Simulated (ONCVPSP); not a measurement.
# P, ONCV: configuration errors across variants

P (Z = 15), optimised norm-conserving Vanderbilt (ONCV), made with ONCVPSP 4.0.1 (LDA (Perdew-Wang 92), non-relativistic). Core [Ne], reference 3s2 3p3. Waves: 3s: rc 1.65 bohr, ncon 4, nbas 8, qcut 4.9 1/bohr, 2 projectors, debl 0.8 Ha; 3p: rc 1.85 bohr, ncon 4, nbas 8, qcut 4.6 1/bohr, 1 projector; d scattering state at 0.44 Ha: rc 1.65 bohr, ncon 5, nbas 9, qcut 5.8 1/bohr, 2 projectors, debl 2.6 Ha. Local part: polynomial inside 1.35 bohr (lpopt 5, dvloc0 0 Ha). Core correction: Teter function, fcfact 6, rcfact 1.65.

All-electron excitation energies from the reference (eV): (1) 3s2 3p2 9.827; (2) 3s2 3p1 29.083; (3) 3s2 3p0 58.983; (4) 3s2 3p2.5 3.824.

A true bound ghost makes a file unfit for plane-wave use even where its test errors are small: the radial tests pick states by their node count and pass the ghost by.

Errors AE − PS in meV (a dash: test not solved or not reliable):

| change | (1) | (2) | (3) | (4) | bound ghosts | GHOST(+) flags above zero |
| --- | --- | --- | --- | --- | --- | --- |
| base | -1.9 | -22 | -112 | -0.2 | none | s |
| all radii but the core radius scaled by about 0.79 (s 1.30, p 1.46, d 1.30 bohr); local potential polynomial inside 1.06 bohr (lpopt 5, dvloc0 0 Ha) | -1.7 | -21 | -112 | -0.2 | s | none |
| all radii but the core radius scaled by about 0.86 (s 1.42, p 1.58, d 1.42 bohr); local potential polynomial inside 1.16 bohr (lpopt 5, dvloc0 0 Ha) | -1.7 | -20 | -107 | -0.2 | none | s |
| all radii but the core radius scaled by about 1.05 (s 1.74, p 1.94, d 1.74 bohr); local potential polynomial inside 1.42 bohr (lpopt 5, dvloc0 0 Ha) | -1.9 | -22 | -115 | -0.2 | none | s |
| all radii but the core radius scaled by about 1.25 (s 2.06, p 2.30, d 2.06 bohr); local potential polynomial inside 1.68 bohr (lpopt 5, dvloc0 0 Ha) | -1.9 | -24 | -125 | -0.2 | none | none |
| all radii but the core radius scaled by about 1.29 (s 2.12, p 2.38, d 2.12 bohr); local potential polynomial inside 1.74 bohr (lpopt 5, dvloc0 0 Ha) | -2.0 | -24 | -128 | -0.2 | none | none |

Q: Give the same row for: all radii but the core radius scaled by about 1.13 (s 1.86, p 2.10, d 1.86 bohr); local potential polynomial inside 1.52 bohr (lpopt 5, dvloc0 0 Ha).

A: -2.0, -23, -121, -0.2; bound ghosts: none; GHOST(+) flags above zero: s.
